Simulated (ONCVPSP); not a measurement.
**What the settings do to the ONCV potential of Co**

Base potential:

| Quantity | Value |
| --- | --- |
| Element | cobalt |
| Generator | ONCVPSP 4.0.1 |
| Type | optimised norm-conserving Vanderbilt (ONCV) |
| Functional | PBE |
| Relativity | scalar-relativistic |
| Frozen core | [Ne] |
| Valence charge | 17 |
| Reference configuration | 3s2 3p6 3d7 4s2 |
| Partial waves | 3s+4s: rc 1.55 bohr, ncon 4, nbas 7, qcut 6.8 1/bohr, 2 projectors; 3p: rc 1.10 bohr, ncon 4, nbas 8, qcut 10.4 1/bohr, 2 projectors, debl 2.9 Ha; 3d: rc 1.40 bohr, ncon 4, nbas 9, qcut 12.4 1/bohr, 2 projectors, debl 1.7 Ha |
| Local potential | polynomial inside 0.85 bohr (lpopt 5, dvloc0 0 Ha) |
| Core correction | none |

Cutoffs, loose and tight: the cutoffs (Ha) at which the residual kinetic energy of the hardest occupied pseudo-wave falls to 1 and 0.1 mHa per electron. They do not see the model core or the augmentation charge, which bear on the density cutoff. Test errors are all-electron minus pseudo excitation energies from the reference, over the configurations 3s2 3p6 3d7 4s1; 3s2 3p6 3d7 4s0; 3s2 3p6 3d6 4s0; 3s2 3p6 3d7 4s0 4p2. A dash means not determined; rows that change the core or the reference have their own tests.

1 further variants are left out, since the program set their typed debl aside.

| change | outcome | cutoff, loose | cutoff, tight | bound ghosts | GHOST(+) flags above zero | largest test error (meV) |
| --- | --- | --- | --- | --- | --- | --- |
| base | generated | 56 Ha | 63 Ha | none | none | +5.2 |
| d: debl 0.35 | generated | 56 Ha | 63 Ha | none | none | +5.1 |
| d: debl 0.5 | generated | 56 Ha | 63 Ha | none | none | +5.1 |
| d: debl 0.85 | generated | 56 Ha | 63 Ha | none | none | +5.1 |
| d: debl 1.45 | generated | 56 Ha | 63 Ha | none | none | +5.2 |
| d: debl 2.85 | generated | 56 Ha | 63 Ha | none | none | +5.2 |
| d: debl 4.85 | generated | 56 Ha | 63 Ha | none | none | +5.0 |

Reading the sweep of the debl of the d channel (base included, trends over the rows without a ghost): The loose cutoff stays near 56 Ha. The median size of the test errors (rows with all tests solved) stays near 1.8 meV.
